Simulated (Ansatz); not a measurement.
Consider the redistribution: `[OH][Mo]([OH])(=[S])([Cl])[Cl]` + `[F][InH][Cl]` → `[OH][Mo]([F])(=[S])([Cl])[Cl]` + `[OH][InH][Cl]`.

Program: Ansatz. Geometries: PBE0-D4/def2-TZVP. ΔE: electronic, gas phase. CBS: MP2 limit from def2 TZ/QZ plus the TZ coupled-cluster correction, frozen cores. DFT in def2-TZVPP. B3LYP here is the variant with VWN-RPA as its local correlation; programs differ in this. HSE06 is defined as in plane-wave codes. def2 core potentials past Kr. For In, Mo outer-core shells are correlated without core-valence functions, which leaves a few kJ/mol of doubt a bond. Each species was taken in one conformer, which may not be the lowest.

Is it downhill or uphill in electronic energy at CCSD(T)/CBS, and by how much? (Estimate.)

Computed: Uphill: ΔE = +25.1 kJ/mol.

What do these levels give: LDA (SPW92), revPBE-D4, PBE-QIDH, revPBE, B3LYP, HSE06? (Estimate.)

Ansatz gave: LDA (SPW92) 16.5, revPBE-D4 18.5, PBE-QIDH 22.4, revPBE 14.1, B3LYP 18.2, HSE06 19.5 kJ/mol.

What do rigid-rotor, harmonic-oscillator terms from PBE0-D4/def2-TZVP frequencies (298.15 K, 1 bar) make of the CCSD(T)/CBS value? (Best estimate.)

Ansatz gave: ΔZPE = -1.3 kJ/mol, ΔH = +24.8 kJ/mol, ΔS = 16 J/(mol·K), ΔG = +20.0 kJ/mol. Modes under 50 cm⁻¹ make the entropy rough.

Largest T1 diagnostic among the species: 0.024, so the coupled-cluster value is less sure than usual.

From r2SCAN to r2SCAN0 (25 % exact exchange), in def2-TZVPP and without D4, ΔE moves by +3.8 kJ/mol. At CCSD(T), def2-SVP lies +8.8 kJ/mol from the extrapolated value and def2-TZVPP −0.5 kJ/mol.
